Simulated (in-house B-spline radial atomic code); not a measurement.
# Ionising Lu4+ with different functionals

Computed with a radial B-spline atomic code at the basis-set limit: scalar-relativistic (spin-free X2C) Hamiltonian, Fermi nucleus of rms radius 5.37 fm, spin-polarised at highest spin, spherical fractional occupations for the functionals, and exact exchange of hybrids averaged over the configuration. The ionisation energy is the difference of two self-consistent energies, [Xe] 4f13 → [Xe] 4f12, without Breit or QED terms; ε is the level of the shell that loses the electron (its least bound occupied spin orbital). There is no spin-orbit coupling in this Hamiltonian.

| method | rung | ΔSCF (eV) | -ε(4f) (eV) |
| --- | --- | --- | --- |
| PBE0 | global hybrid | 67.78 | 60.78 |
| B3LYP | global hybrid | ? | ? |
| TPSSh | global hybrid | 67.98 | 58.35 |
| M06-2X | global hybrid | 67.22 | 65.32 |
| BHandHLYP | global hybrid | 66.87 | 64.32 |
| r2SCAN0 | global hybrid | 67.74 | 60.77 |
| B97-1 | global hybrid | ? | ? |
| HSE06 | range-separated hybrid | 67.70 | 60.28 |
| wB97X | range-separated hybrid | 67.70 | 62.81 |
| CAM-B3LYP | range-separated hybrid | 67.85 | 62.03 |
| LC-wPBE | range-separated hybrid | 68.20 | 62.55 |

(1) What does B3LYP give?

(2) What does B97-1 give?

(3) Among the functionals, which spreads more, the ΔSCF values or the orbital energies?

(4) How do they compare with the NIST value?

Results:

(1) ΔSCF 67.93 eV, and -ε(4f) = 60.05 eV.

(2) ΔSCF 67.86 eV, and -ε(4f) = 60.15 eV.

(3) The orbital energies: ΔSCF values span about 1.33 eV and the orbital energies 6.97 eV; here energy differences depend much less on the functional than eigenvalues do.

(4) NIST lists 66.8 eV ± 0.3 (semi-empirical, ground level to ground level). Errors run from +0.07 to +1.40 eV; BHandHLYP is closest (+0.07 eV), but part of that can be cancellation, since the calculations leave out spin-orbit coupling, Breit-QED terms, multiplet and fine-structure energies.
